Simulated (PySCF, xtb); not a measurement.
Ge(I)(OMe) (CH3GeIO), SMILES [Ge]([I])[O]C (connectivity only; charge and spin as stated), neutral, multiplicity 1. One conformer was computed; it need not be the lowest.

Harmonic wavenumbers (cm⁻¹) from GFN2-xTB (xtb) at its own minimum, in rising order: 81, 100, 175, 226, 266, 444, 1074, 1124, 1131, 1409, 1470, 1475, 2940, 2963, 2969.

Question: What does PBE-D3(BJ)/def2-SVP run with PySCF 2.14.0 give at its own minimum? (Estimate from the structure and the level; the computed values follow.)

Answer: 79, 120, 163, 208, 292, 561, 1083, 1122, 1133, 1401, 1411, 1413, 2932, 3024, 3031. Paired by order, the mean absolute difference is 31 cm⁻¹ and the zero-point energies are 25.5 and 25.7 kcal/mol.
